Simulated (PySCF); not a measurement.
## I²⁺ (iodine, charge +2) across methods

[Kr] 4d10 5s1 5p4, high-spin 4P determinant (an excited configuration). Computed with PySCF 2.14 in aug-cc-pVQZ-PP with ECP28MDF, with a scalar-relativistic core potential.

```csv
method,E (hartree),mean ε 5s α (eV),mean ε 5p α (eV),mean ε 5p β (eV),Σ⟨r²⟩ (bohr²),⟨S²⟩
UHF,-293.25456,-46.360,-31.095,-25.873,41.52,3.758
BP86,-294.3096,-37.986,-26.179,-23.970,40.94,3.753
LDA,-293.7405,-38.074,-26.185,-23.996,41.00,3.752
PBE0,-294.2006,-40.239,-27.548,-24.629,41.02,3.753
r2SCAN0,-294.2870,-40.985,-27.946,-24.641,41.00,3.756
r2SCAN,-294.3135,-38.912,-26.665,-23.811,40.95,3.756
PBE,-294.1731,-37.882,-26.097,-23.772,41.00,3.753
r2SCANh,-294.3028,-39.742,-27.177,-24.144,40.97,3.756
```

(1) Estimate the same row for B3LYP.

Energies and moments cover only the electrons outside the core potential.

## Answers

(1) E (hartree) = -294.2728; mean ε 5s α (eV) = -39.663; mean ε 5p α (eV) = -27.116; mean ε 5p β (eV) = -24.614; Σ⟨r²⟩ (bohr²) = 41.08; ⟨S²⟩ = 3.752.
